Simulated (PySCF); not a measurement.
Gas-phase reaction: 4 AsH2 ⇌ As4 + 4 H2

Computed with PySCF and rigid-rotor harmonic-oscillator thermochemistry at 1 bar. † marks an energy on the PBE0/def2-TZVP geometry and frequencies. CCSD(T) freezes the core. Open shells (unrestricted): AsH2 (multiplicity 2); the rest are closed-shell singlets. As: all electrons, no relativistic terms. AsH2: computed as isolated molecules; such fragments, hydroxides, amides, oligomers or adducts are transient or little studied in the gas. CCSD(T) isn't extrapolated to the basis-set limit; its ΔH°(298 K) is -357.8 kJ in def2-SVP and -460.3 kJ in def2-TZVPP. The harmonic model lacks anharmonicity and excited electronic states, which grow with temperature; levels with a mode under 35 cm⁻¹ are left out.

ΔH° and ΔS° at 298 K: CCSD(T)/def2-SVP† -358 kJ, -55 J/K; CCSD(T)/def2-TZVPP† -460 kJ, -55 J/K; HF/def2-TZVP† -139 kJ, -55 J/K; M06-2X/def2-TZVP† -472 kJ, -55 J/K.

Q: With the heat capacities included, give log10 K (1 bar) at 600, 800, 1200, 1800, 2000 K from CCSD(T)/def2-SVP†, CCSD(T)/def2-TZVPP†, HF/def2-TZVP†, M06-2X/def2-TZVP†.

A: 
| T (K) | CCSD(T)/def2-SVP† | CCSD(T)/def2-TZVPP† | HF/def2-TZVP† | M06-2X/def2-TZVP† |
|---|---|---|---|---|
| 600 | 28.8 | 37.7 | 9.8 | 38.7 |
| 800 | 21.3 | 28.0 | 7.1 | 28.8 |
| 1200 | 14.0 | 18.5 | 4.5 | 19.0 |
| 1800 | 9.2 | 12.1 | 2.8 | 12.5 |
| 2000 | 8.2 | 10.9 | 2.5 | 11.2 |
